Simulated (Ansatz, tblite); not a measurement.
Removing and adding an electron: Na₄Li₂ (the lowest singlet isomer of a short search). The state is a singlet with charge 0. Geometry: PBE/def2-SVP. Ansatz, gas phase; energy differences of separate SCF runs; the oxidised species was run as a doublet alone; the reduced species was run as a doublet alone.

```xyz
6

Li    0.008    0.001   -0.002
Li    2.883    0.007    0.209
Na   -2.511    1.792    0.007
Na    1.031    2.884    0.363
Na    1.080   -2.883   -0.207
Na   -2.491   -1.801   -0.370
```

The xTB rows come from tblite. HOMO above LUMO, or a gap near zero within one spin, warns that the state may not be the lowest or that an electron is smeared out. The structure comes from a short search, and lower isomers may exist.

```
            level  −HOMO (eV)  vertical IE (eV)  −LUMO (eV)  vertical EA (eV)  HOMO–LUMO gap (eV)  IE − EA (eV)                                                                                                            remarks
         GFN2-xTB        4.90              7.02        3.93              1.81                0.97          5.21                                                                                                                  –
    PBE/def2-TZVP        3.03              4.54        1.76                 –                1.27             –                                gap within one spin near zero (+1 doublet), restricted SCF unstable in HF (singlet)
   PBE/def2-TZVPD        3.03                 –        1.76              0.58                1.27             –  HOMO above zero (-1 doublet), gap within one spin near zero (-1 doublet), restricted SCF unstable in HF (singlet)
 r2SCAN/def2-TZVP        3.00              4.30        1.60                 –                1.39             –                                restricted SCF unstable in HF (singlet), spin-contaminated (⟨S²⟩ 0.92) (+1 doublet)
r2SCAN/def2-TZVPD        3.00                 –        1.60              0.59                1.39             –  HOMO above zero (-1 doublet), restricted SCF unstable in HF (singlet), spin-contaminated (⟨S²⟩ 0.87) (-1 doublet)
   PBE0/def2-TZVP        3.43              4.45        1.34                 –                2.10             –                                                                            restricted SCF unstable in HF (singlet)
  PBE0/def2-TZVPD        3.43                 –        1.34              0.55                2.10             –                                              HOMO above zero (-1 doublet), restricted SCF unstable in HF (singlet)
```

   A HOMO above zero means that the electron is unbound at that level or that self-interaction error raises the level; the energy of removing that electron tells which. Raw xTB energy differences between charge states are shifted by several eV; the methods need an empirical correction for them.
